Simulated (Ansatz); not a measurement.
Computed with Ansatz on PBE0-D4/def2-TZVP structures; ΔE is electronic, products minus reactants. CCSD(T)/CBS adds triple-zeta CCSD(T) − MP2 to the extrapolated MP2 energy (def2 sets, frozen cores). This one scheme is used for every species. DFT in def2-TZVPP. For Br outer-core shells are correlated without core-valence functions, which leaves a few kJ/mol of doubt a bond. Scalar relativity is left out up to krypton. Each species was taken in one conformer, which may not be the lowest.

`C[SiH](N)O` + HBr → `N[SiH](O)Br` + CH₄  (ligand exchange at the Si–C bond)

`C[SiH](N)O`:

Z-matrix (Å, degrees):
```
C
Si 1 1.862
H 1 1.092 2 110.2
H 1 1.094 2 111.2 3 119.4
H 1 1.093 2 111.4 3 -119.9
N 2 1.716 1 106.8 3 175.6
O 2 1.649 1 113.3 3 54.6
H 2 1.487 1 110.5 3 -59.5
H 6 1.006 2 120.4 1 21.4
H 6 1.007 2 121.6 1 170.4
H 7 0.959 2 115.6 1 73.3
```

HBr:

Z-matrix (Å, degrees):
```
Br
H 1 1.420
```

`N[SiH](O)Br`:

Z-matrix (Å, degrees):
```
Si
O 1 1.631
Br 1 2.227 2 112.6
N 1 1.699 2 111.4 3 117.0
H 1 1.475 2 103.7 3 -115.7
H 2 0.960 1 116.8 3 -66.7
H 4 1.006 1 121.0 2 -145.9
H 4 1.007 1 121.4 2 61.0
```

CH₄:

Z-matrix (Å, degrees):
```
C
H 1 1.090
H 1 1.090 2 109.5
H 1 1.090 2 109.5 3 -120.0
H 1 1.090 2 109.5 3 120.0
```

```
      species  BLYP-D4 energy (Eh)
 `C[SiH](N)O`           -461.91937
          HBr          -2574.78294
`N[SiH](O)Br`          -2996.24035
          CH₄            -40.50371
```

Q: Work out ΔE.

A: ΔE = (-2996.24035) + (-40.50371) − (-461.91937) − (-2574.78294) = -0.04175 Eh = -26.2 kcal/mol. CCSD(T)/CBS gives -26.7 kcal/mol.

Largest T1 diagnostic among the species: 0.010.

From BLYP to BHLYP (50 % exact exchange), in def2-TZVPP and without D4, ΔE moves by −1.1 kcal/mol. At CCSD(T), def2-SVP lies +1.6 kcal/mol from the extrapolated value and def2-TZVPP +1.2 kcal/mol.
